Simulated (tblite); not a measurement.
Species: C5H4F2.
Atom-mapped SMILES: `[CH3:1]/[C:2]([F:3])=[C:4]1[CH:5]=[C:6]/1[F:7]` (hydrogens: H8, H9, H10 on C1; H11 on C5)

All values are computed: GFN2-xTB (tblite) harmonic vibrations without scaling, gas phase. Errors from tens to a few hundred cm⁻¹ against measured bands are possible.

Harmonic wavenumbers (cm⁻¹): 116.0, 123.5, 150.7, 257.9, 318.4, 347.8, 381.9, 429.2, 556.3, 672.1, 700.4, 762.3, 913.2, 963.3, 1033.2, 1105.8, 1168.4, 1220.5, 1393.5, 1455.7, 1475.0, 1754.3, 2017.6, 3003.0, 3018.7, 3066.0, 3246.0.

A = 5399, B = 1623, C = 1258 MHz; mass 102.028 u (most abundant isotopes); point group Cs, symmetry number 1.

Task: What is the zero-point energy?

Result: Half the sum of the wavenumbers: 15825 cm⁻¹ = 45.25 kcal/mol.

Task: Give the ideal-gas entropy at 200 K and 1 bar in the rigid-rotor, harmonic-oscillator model (classical rotation).

Result: Translation 37.82, rotation 26.58, vibration 10.33: S = 74.7 cal/(mol K).

Task: And Cp and H(200 K) − H(0)?

Result: Cp = 21.51 cal/(mol K), of which vibrations give 13.57 (their classical limit is 27 R = 53.7); H(200 K) − H(0) = 2.85 kcal/mol without the zero-point energy, 1.26 from vibrations.

Task: Which modes carry the vibrational entropy at 200 K?

Result: 116.0 cm⁻¹: 2.40; 123.5 cm⁻¹: 2.29; 150.7 cm⁻¹: 1.92; 257.9 cm⁻¹: 1.02; 318.4 cm⁻¹: 0.72; 347.8 cm⁻¹: 0.61 cal/(mol K); the other 21 give 1.36 together.

Task: How do the functions run with temperature in this model?

Result: 
```json
{"T (K)": "150", "S (cal/(mol K))": "69.0", "Cp (cal/(mol K))": "18.2", "H − H(0) (kcal/mol)": "1.86", "G − H(0) (kcal/mol)": "-8.50", "ln q(vib)": "1.26"}
{"T (K)": "250", "S (cal/(mol K))": "79.9", "Cp (cal/(mol K))": "24.6", "H − H(0) (kcal/mol)": "4.00", "G − H(0) (kcal/mol)": "-15.96", "ln q(vib)": "2.83"}
{"T (K)": "298.15", "S (cal/(mol K))": "84.4", "Cp (cal/(mol K))": "27.4", "H − H(0) (kcal/mol)": "5.26", "G − H(0) (kcal/mol)": "-19.92", "ln q(vib)": "3.62"}
{"T (K)": "400", "S (cal/(mol K))": "93.3", "Cp (cal/(mol K))": "32.7", "H − H(0) (kcal/mol)": "8.32", "G − H(0) (kcal/mol)": "-28.98", "ln q(vib)": "5.28"}
{"T (K)": "600", "S (cal/(mol K))": "108.1", "Cp (cal/(mol K))": "40.3", "H − H(0) (kcal/mol)": "15.68", "G − H(0) (kcal/mol)": "-49.16", "ln q(vib)": "8.43"}
{"T (K)": "900", "S (cal/(mol K))": "125.9", "Cp (cal/(mol K))": "47.5", "H − H(0) (kcal/mol)": "28.94", "G − H(0) (kcal/mol)": "-84.36", "ln q(vib)": "12.74"}
```

q(vib) and H(0) count from the zero-point level.

Task: What must be added to the electronic energy to get the Gibbs energy at 200 K and 1 bar?

Result: ZPE + [H(200 K) − H(0)] − T·S = 45.25 + 2.85 − 14.95 = 33.15 kcal/mol.

Task: Blend soft modes into free rotors: weight 1/[1 + (100 cm⁻¹/ν̃)⁴] for the oscillator and the rest for a rotor with moment μB/(μ + B), μ = h/(8π²ν), B = 10⁻⁴⁴ kg m². What vibrational entropy results?

Result: 10.34 cal/(mol K) in place of 10.33, which changes −T·S at 200 K by 0.00 kcal/mol.

Hindered rotation and anharmonicity are outside this model.
